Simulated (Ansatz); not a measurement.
Steps of a relaxation of FH₆NOSi₂, SMILES `O[SiH2]N[SiH2]F` with RKS PBE0-D4/def2-TZVP.

```sh
$ ansatz run in.yaml --threads 4 --pin off --events-out ev --progress --plain --max-ram 10444MiB
```

```yaml
crystal:
  periodic: [false, false, false]
  atoms:
    - {symbol: O, position_ang: [-1.307923, 1.725802, 1.412094]}
    - {symbol: Si, position_ang: [-0.835866, 0.144145, 1.106355]}
    - {symbol: N, position_ang: [-0.374069, -0.126156, -0.567492]}
    - {symbol: Si, position_ang: [1.163996, -0.640485, -1.182994]}
    - {symbol: F, position_ang: [1.279544, -2.274757, -1.296479]}
    - {symbol: H, position_ang: [-0.623130, 2.397284, 1.245512]}
    - {symbol: H, position_ang: [0.374665, -0.266701, 1.899126]}
    - {symbol: H, position_ang: [-2.051406, -0.648540, 1.468827]}
    - {symbol: H, position_ang: [-1.131730, -0.066308, -1.257724]}
    - {symbol: H, position_ang: [1.343140, -0.112391, -2.574310]}
    - {symbol: H, position_ang: [2.228181, -0.188992, -0.232314]}
basis:
  gaussian: {orbitals: def2-TZVP}
hamiltonian: {xc: pbe0, dispersion: d4}
relax: {f_tol: 0.005, max_steps: 150}
```

Positions (Å) and forces (eV/Å) along the path, 8 of 8 steps:

```xyz
11
step=1 energy=-22101.7210 eV
O    -1.308    1.726    1.412    0.850   -0.487   -0.312
Si   -0.836    0.144    1.106   -0.098    0.446   -0.325
N    -0.374   -0.126   -0.567    0.013   -0.069    0.031
Si    1.164   -0.640   -1.183   -0.364   -0.694    0.109
F     1.280   -2.275   -1.296   -0.081    1.272    0.090
H    -0.623    2.397    1.246   -0.505   -0.456    0.121
H     0.375   -0.267    1.899   -0.282    0.155   -0.169
H    -2.051   -0.649    1.469    0.264    0.175   -0.084
H    -1.132   -0.066   -1.258    0.473   -0.031    0.437
H     1.343   -0.112   -2.574   -0.035   -0.167    0.317
H     2.228   -0.189   -0.232   -0.235   -0.146   -0.216
11
step=2 energy=-22101.7926 eV
O    -1.289    1.706    1.402    0.355   -0.435   -0.156
Si   -0.832    0.136    1.097   -0.070    0.422   -0.220
N    -0.374   -0.124   -0.563    0.115   -0.055    0.114
Si    1.153   -0.628   -1.173   -0.242   -0.610    0.075
F     1.271   -2.246   -1.282   -0.055    0.762    0.055
H    -0.612    2.370    1.231   -0.166   -0.086    0.047
H     0.369   -0.254    1.884   -0.071    0.017   -0.031
H    -2.038   -0.646    1.456    0.069    0.025   -0.018
H    -1.123   -0.062   -1.246    0.119   -0.002    0.113
H     1.332   -0.119   -2.555   -0.003   -0.022    0.074
H     2.209   -0.191   -0.230   -0.050   -0.017   -0.055
11
step=3 energy=-22101.8151 eV
O    -1.278    1.690    1.390    0.078   -0.078   -0.029
Si   -0.824    0.138    1.085   -0.075    0.042    0.022
N    -0.372   -0.122   -0.560    0.011   -0.001    0.020
Si    1.141   -0.629   -1.163    0.026   -0.075   -0.015
F     1.255   -2.223   -1.267   -0.001    0.023    0.003
H    -0.612    2.359    1.222   -0.030    0.069    0.017
H     0.369   -0.254    1.877    0.020   -0.008    0.002
H    -2.020   -0.651    1.445   -0.015   -0.014    0.006
H    -1.117   -0.054   -1.240   -0.027    0.010   -0.018
H     1.326   -0.120   -2.540    0.002    0.016   -0.018
H     2.197   -0.189   -0.228    0.011    0.016    0.010
11
step=4 energy=-22101.8146 eV rejected
O    -1.260    1.686    1.394   -0.261   -0.286    0.055
Si   -0.822    0.132    1.085    0.049    0.132    0.013
N    -0.370   -0.125   -0.562   -0.023    0.013    0.084
Si    1.143   -0.631   -1.164    0.010   -0.070   -0.026
F     1.258   -2.225   -1.265    0.005    0.017    0.002
H    -0.633    2.380    1.218    0.231    0.203   -0.060
H     0.368   -0.268    1.875    0.016   -0.028    0.007
H    -2.023   -0.650    1.444   -0.024   -0.004    0.004
H    -1.119   -0.046   -1.235   -0.023   -0.006   -0.072
H     1.326   -0.124   -2.541    0.006    0.015   -0.015
H     2.198   -0.188   -0.229    0.014    0.012    0.008
11
step=5 energy=-22101.8164 eV
O    -1.271    1.687    1.391    0.015    0.007   -0.006
Si   -0.824    0.136    1.086    0.007    0.009   -0.001
N    -0.372   -0.125   -0.560   -0.011   -0.004    0.007
Si    1.142   -0.632   -1.164    0.003   -0.001   -0.001
F     1.257   -2.225   -1.267    0.004   -0.007   -0.001
H    -0.620    2.371    1.224   -0.020    0.004    0.010
H     0.370   -0.260    1.875    0.002   -0.010    0.001
H    -2.023   -0.650    1.445   -0.004    0.001    0.003
H    -1.118   -0.052   -1.240    0.004    0.001   -0.008
H     1.326   -0.121   -2.541   -0.001    0.000   -0.003
H     2.198   -0.188   -0.229    0.003    0.002    0.000
11
step=6 energy=-22101.8164 eV rejected
O    -1.273    1.689    1.383    0.001    0.003    0.008
Si   -0.823    0.138    1.086   -0.031   -0.024   -0.001
N    -0.374   -0.137   -0.559    0.035    0.021   -0.020
Si    1.143   -0.635   -1.165   -0.015   -0.013    0.000
F     1.267   -2.228   -1.271    0.001    0.006    0.005
H    -0.623    2.378    1.238    0.007    0.010   -0.003
H     0.367   -0.261    1.879    0.004    0.005   -0.006
H    -2.025   -0.644    1.447   -0.001    0.000    0.005
H    -1.114   -0.047   -1.243   -0.006   -0.012    0.009
H     1.321   -0.122   -2.542   -0.001    0.004    0.001
H     2.199   -0.188   -0.232    0.005    0.001    0.002
11
step=7 energy=-22101.8166 eV
O    -1.271    1.688    1.390    0.002   -0.003   -0.001
Si   -0.823    0.137    1.085    0.000    0.000    0.002
N    -0.372   -0.127   -0.561   -0.006    0.001    0.004
Si    1.143   -0.633   -1.164    0.003   -0.001    0.000
F     1.259   -2.226   -1.267    0.002   -0.001   -0.001
H    -0.624    2.376    1.228   -0.002    0.005    0.004
H     0.369   -0.263    1.875    0.001    0.000    0.000
H    -2.024   -0.648    1.446   -0.001    0.002   -0.001
H    -1.117   -0.052   -1.241    0.002    0.000   -0.003
H     1.325   -0.121   -2.541   -0.001   -0.002   -0.002
H     2.199   -0.188   -0.230    0.000    0.001   -0.001
11
step=8 energy=-22101.8166 eV
O    -1.271    1.688    1.391    0.000    0.004   -0.001
Si   -0.824    0.137    1.085    0.001    0.003   -0.001
N    -0.372   -0.128   -0.561    0.003    0.002   -0.002
Si    1.143   -0.634   -1.165   -0.002   -0.001   -0.002
F     1.262   -2.227   -1.266    0.000    0.000    0.003
H    -0.624    2.378    1.236   -0.001   -0.003    0.002
H     0.369   -0.262    1.874   -0.002   -0.003    0.001
H    -2.026   -0.646    1.445    0.003   -0.001    0.001
H    -1.115   -0.052   -1.243   -0.001   -0.001    0.001
H     1.323   -0.125   -2.543    0.000    0.001    0.000
H     2.200   -0.186   -0.232    0.000    0.001    0.000
```

Hardware: 4 threads of an Arm Neoverse V1 on a shared host. Wall time 32 s, peak host memory 0.53 GiB.
